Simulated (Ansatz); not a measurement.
**Worked example: GeH(CH3)2Cl + CCl2F → GeH(CH3)2 + CCl3F**

Gas-phase species: GeH(CH3)2Cl, singlet; CCl2F (dichlorofluoromethyl radical) `F[C](Cl)Cl`, doublet; GeH(CH3)2, doublet; CCl3F (trichlorofluoromethane) `FC(Cl)(Cl)Cl`, singlet. A radical takes Cl: the energy is the difference in strength between the Ge–Cl bond broken and the C–Cl bond made.

Shapes, held fixed at every level: PBE0-D4/def2-TZVP. Programs: Ansatz 0.2.0. The zero-point and thermal change to 298 K, harmonic and unscaled (PBE0-D4/def2-TZVP), is -1.8 kJ/mol.

At CCSD(T)/def2-TZVPP; 1 Eh = 2625.50 kJ/mol:

```
    species   energy (Eh)
GeH(CH3)2Cl  -2615.674524
      CCl2F  -1057.152760
  GeH(CH3)2  -2155.845841
      CCl3F  -1516.934133
```

Question: Work out ΔH(298 K) of the reaction at this level.

Answer: 
1. Products less reactants: (-2155.845841) + (-1516.934133) − [(-2615.674524) + (-1057.152760)] = 0.047310 Eh = +124.2 kJ/mol.
2. With the thermal change: +124.2 + (-1.8) = +122.4 kJ/mol.

Other levels give +105.2 (MP2/def2-SVP) to +138.6 kJ/mol (BHLYP-D4/def2-TZVPP). No measured value is set beside it here. Open shells run unrestricted. Relativity is left out for Ge. Outer-core shells of Ge are correlated, in sets that cover them unevenly.
